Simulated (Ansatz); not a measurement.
Ansatz results at the PBE0-D4/def2-TZVP geometry: HOMO–LUMO gap (B3LYP/def2-TZVPP) 6.67 eV; HOMO energy (ωB97M-V/def2-TZVPP) -10.01 eV; LUMO energy (ωB97M-V/def2-TZVPP) 1.58 eV.

Each molecule was computed in one conformer, which needn't be the lowest.

(1) Which molecule gave them?
A. `F[SiH2]C1C=NC1`
B. `CCC(C)Br`
C. `[AlH2][C@H]1[SiH2][Si@@H]1S`
D. `C=N/C([SiH3])=C\F`

Answers

(1) A. The others give `C=N/C([SiH3])=C\F`: 5.49, -9.15, 1.18; `CCC(C)Br`: 7.39, -10.02, 2.20; `[AlH2][C@H]1[SiH2][Si@@H]1S`: 4.68, -8.47, 0.16.

B3LYP here is the variant with VWN-RPA as its local correlation; programs differ in this.
